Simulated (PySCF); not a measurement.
Harmonic spectrum computed at PBE0 in the def2-TZVP basis family (core potentials from Rb on, PySCF, no spin–orbit coupling):

```
symmetry  ω (cm⁻¹)  IR (km/mol, summed over degenerate members)
      a1       662                                         62.1
       e       689                                         63.6
       e       849                                          147
      a1      1197                                         78.6
       e      1933                                          479
      a1      1940                                         36.3
```

**Question.** Which molecule gave it? In each, all ligands are bound to the one heavy central atom.
A. H₃SeN (singlet)
B. H₃MoN (singlet)
C. H₃SN (singlet)
D. H₃TeN (singlet)

**Answer.** B. It has C3v symmetry with Mo–H 1.699 Å (×3), Mo–N 1.612 Å.
